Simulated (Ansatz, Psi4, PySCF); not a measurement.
aminoborane (H₄BN), singlet, geometry from GFN2-xTB, atoms displaced at random by about 0.03 Å a coordinate. Base run: R2SCAN/cc-pVDZ, gradient (PySCF).

PySCF was given this input:
```python
from pyscf import gto, scf, dft

mol = gto.Mole()
mol.atom = '''
    B    -0.800886    0.092312   -0.050894
    N     0.599445   -0.047621   -0.045111
    H    -1.425446   -0.927759   -0.020256
    H    -1.273870    1.121103    0.043643
    H     1.221572    0.722225    0.009203
    H     1.085394   -0.942270    0.010637
'''
mol.basis = 'cc-pvdz'
mol.charge = 0
mol.spin = 0
mol.verbose = 4
mol.build()

mf = dft.RKS(mol)
mf.xc = 'r2scan'
mf.kernel()
g = mf.nuc_grad_method()
grad = g.kernel()
```

Programs used: Ansatz (an electronic-structure program), Psi4, PySCF; a row that names a program was run with it.

The coordinate followed is x of atom 5.

Each row names what was changed in the base input (with any setting that the change needs).

```json
[
 {"change": "base", "dE/dx (Eh/bohr)": "-0.013326", "net force (Eh/bohr)": "0.000186"},
 {"change": "finite difference step (bohr) = 1e-4; conv_tol = 1e-11", "dE/dx (Eh/bohr)": "-0.013325", "net force (Eh/bohr)": "-"},
 {"change": "code = psi4", "dE/dx (Eh/bohr)": "-0.013323", "net force (Eh/bohr)": "0.000405"},
 {"change": "grids.level = 5; grid_response = off", "dE/dx (Eh/bohr)": "-0.013317", "net force (Eh/bohr)": "0.000108"},
 {"change": "conv_tol = 1e-11", "dE/dx (Eh/bohr)": "-0.013326", "net force (Eh/bohr)": "0.000186"},
 {"change": "code = ansatz", "dE/dx (Eh/bohr)": "-0.013318", "net force (Eh/bohr)": "0.000000"},
 {"change": "density fitting = on", "dE/dx (Eh/bohr)": "-0.013322", "net force (Eh/bohr)": "0.000186"},
 {"change": "finite difference step (bohr) = 1e-3; conv_tol = 1e-11", "dE/dx (Eh/bohr)": "-0.013325", "net force (Eh/bohr)": "-"},
 {"change": "finite difference step (bohr) = 0.2; conv_tol = 1e-11", "dE/dx (Eh/bohr)": "-0.014589", "net force (Eh/bohr)": "-"},
 {"change": "grid_response = on", "dE/dx (Eh/bohr)": "-0.013324", "net force (Eh/bohr)": "0.000000"},
 {"change": "finite difference step (bohr) = 1e-5; conv_tol = 1e-11", "dE/dx (Eh/bohr)": "-0.013325", "net force (Eh/bohr)": "-"},
 {"change": "conv_tol = 1e-6", "dE/dx (Eh/bohr)": "-0.013319", "net force (Eh/bohr)": "0.000186"}
]
```

The net force is zero for an exact gradient.
